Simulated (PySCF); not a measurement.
The multiplicity is imposed and other spin states were not computed.

# [Cd(OCH3)(OH)] (charge 0, multiplicity 1)

Method: TPSSh-D3(BJ)/def2-TZVP // r2SCAN-D4/def2-SVP (PySCF 2.14.0).

```
Quantity                                                    Result
-------------------------------------  ---------------------------
HOMO                                                      -6.43 eV
dipole moment                                               1.96 D
LUMO                                                      -1.83 eV
HOMO–LUMO gap                                              4.60 eV
charge on the central atom (Mulliken)                       0.84 e
total energy                                          -358.7347 Ha
cost                                   very roughly 4 core-minutes
```

```xyz
8

Cd    -0.0145    -0.0994    -0.1549
O      0.0005    -1.8888     0.6571
C     -0.5814    -2.1389     1.9063
H     -0.1408    -1.5457     2.7359
H     -0.4203    -3.2043     2.1594
H     -1.6792    -1.9703     1.9316
O      0.1920     1.6297    -1.0582
H     -0.6693     1.9529    -1.3589
```
Charge 0, spin multiplicity 1.
